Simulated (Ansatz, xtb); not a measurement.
Molecule: InH3 (charge 0, singlet). SMILES: [InH3]
Geometry from a B3LYP-D3(BJ)/def2-TZVP (Ansatz, a first-principles code) optimisation:
```xyz
4

In     0.0000     0.0000     0.0000
H      0.7249    -0.4887     1.4935
H     -0.3815     1.6659    -0.2723
H     -0.3434    -1.1771    -1.2211
```
Charge 0, spin multiplicity 1.

Harmonic wavenumbers from GFN2-xTB (xtb, at its own minimum), cm⁻¹: 502, 624, 627, 1426, 1585, 1591.

### Question
Give the harmonic wavenumbers at B3LYP-D3(BJ)/def2-TZVP (Ansatz, finite differences of forces, unscaled).

### Answer
600, 600, 618, 1793, 1793, 1798 cm⁻¹. Zero-point energy 10.3 kcal/mol.

### Question
From these and the geometry, give the ideal-gas thermochemistry at 298.15 K and 1 atm (rigid rotor, harmonic oscillator).

### Answer
Point group D3h, rotational symmetry number 6. Rotational constants 111.6, 111.6, 55.81 GHz. S(trans) 40.21, S(rot) 13.23, S(vib) 1.33, S(elec, spin only) 0.00, S 54.8 cal/(mol K). H(298) - H(0) 2.67 kcal/mol; G - E(el) -3.4 kcal/mol.
